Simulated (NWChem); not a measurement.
System meant: AgN₂H₆ cation; SMILES [Ag+](<-[NH3])<-[NH3]

Input file for NWChem:

```
start job
memory heap 200 mb stack 900 mb global 1100 mb
charge 1
geometry units angstroms noautoz
  Ag     0.000000     0.000000     0.000000
  N      0.000000     0.000000    -2.143255
  H     -0.396277     0.857649    -2.533904
  H     -0.544607    -0.772011    -2.533904
  H      0.940884    -0.085639    -2.533904
  N      0.000000     0.000000     2.143255
  H     -0.085639     0.940884     2.533904
  H      0.857649    -0.396277     2.533904
  H     -0.772011    -0.544607     2.533904
end
basis spherical
  Ag library def2-svp
  N library def2-svp
  H library def2-svp
end
ecp
  Ag library def2-ecp
end
dft
  xc pbe0
  iterations 4
  mulliken
end
task dft energy
```

End of the output:

```
    Atom       Charge   Shell Charges
 -----------   ------   -------------------------------------------------------
    1 Ag  19    18.88   0.00  0.93  1.00  0.47  0.19  5.60  0.59  0.10  8.56  1.41  0.00
    2 N    7     6.92   1.97  0.68  0.41  2.19  1.64  0.03
    3 H    1     0.88   0.58  0.18  0.12
    4 H    1     0.88   0.58  0.18  0.12
    5 H    1     0.88   0.58  0.18  0.12
    6 N    7     6.92   1.97  0.68  0.41  2.19  1.64  0.03
    7 H    1     0.88   0.58  0.18  0.12
    8 H    1     0.88   0.58  0.18  0.12
    9 H    1     0.88   0.58  0.18  0.12

 center of mass
 --------------
 x =   0.00000000 y =  -0.00000000 z =   0.00000000

 moments of inertia (a.u.)
 ------------------
         607.693702752937           0.000000000000          -0.000000000000
           0.000000000000         607.693702752937           0.000000000000
          -0.000000000000           0.000000000000          19.274787462023

     Multipole analysis of the density
     ---------------------------------

     L   x y z        total         alpha         beta         nuclear
     -   - - -        -----         -----         ----         -------
     0   0 0 0      1.000000    -19.000000    -19.000000     39.000000

     1   1 0 0     -0.000000     -0.000000     -0.000000      0.000000
     1   0 1 0      0.000000      0.000000      0.000000     -0.000000
     1   0 0 1     -0.000001     -0.000001     -0.000001      0.000000

     2   2 0 0    -20.879901    -15.221234    -15.221234      9.562567
     2   1 1 0      0.000000      0.000000      0.000000     -0.000000
     2   1 0 1      0.000000      0.000000      0.000000      0.000000
     2   0 2 0    -20.879901    -15.221234    -15.221234      9.562567
     2   0 1 1     -0.000000     -0.000000     -0.000000     -0.000000
     2   0 0 2     -0.772698   -183.999057   -183.999057    367.225416

 ------------------------------------------------------------------------
 dft energy failed                                                                                  0
 ------------------------------------------------------------------------
 ------------------------------------------------------------------------
  current input line :
    28: task dft energy
 ------------------------------------------------------------------------
 ------------------------------------------------------------------------
 This type of error is most commonly associated with calculations not reaching convergence criteria
 ------------------------------------------------------------------------
 For more information see the NWChem manual at https://nwchemgit.github.io

0:dft energy failed:Received an Error in Communication
```

Problem. What is wrong, and how is it mended?

Solution. Convergence was not reached. Cause: the SCF was allowed too few iterations. This input runs:
```
start job
memory heap 200 mb stack 900 mb global 1100 mb
charge 1
geometry units angstroms noautoz
  Ag     0.000000     0.000000     0.000000
  N      0.000000     0.000000    -2.143255
  H     -0.396277     0.857649    -2.533904
  H     -0.544607    -0.772011    -2.533904
  H      0.940884    -0.085639    -2.533904
  N      0.000000     0.000000     2.143255
  H     -0.085639     0.940884     2.533904
  H      0.857649    -0.396277     2.533904
  H     -0.772011    -0.544607     2.533904
end
basis spherical
  * library def2-svp
end
ecp
  Ag library def2-ecp
end
dft
  xc pbe0
  iterations 150
  mulliken
end
task dft energy
```
It converges to -259.69666 Ha (PBE0/def2-SVP with def2 effective core potentials on Ag).
